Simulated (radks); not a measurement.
Values are calculated unless marked as measured or tabulated.
Task: Ionisation of the silver ion Ag24+, [Ar] 3d5, to Ag25+, [Ar] 3d4, under several functionals. Dirac Kohn-Sham, spin-unpolarised, spherical densities, finite nucleus; open shells are shared between the two j in proportion to 2j + 1; a radial shooting solver on a logarithmic mesh with Libxc functionals. Known Delta-SCF values: SOGGA 1229.4 eV. What does exchange-only B88 give, and what is its highest occupied eigenvalue?

Result: 1228.2 eV by Delta-SCF; the 3d5/2 eigenvalue is -1189.0 eV. NIST: 1231 eV (theoretical).

Beside tabulated values, note that spin-unpolarised runs miss the spin-polarisation part of the exchange energy of open shells.
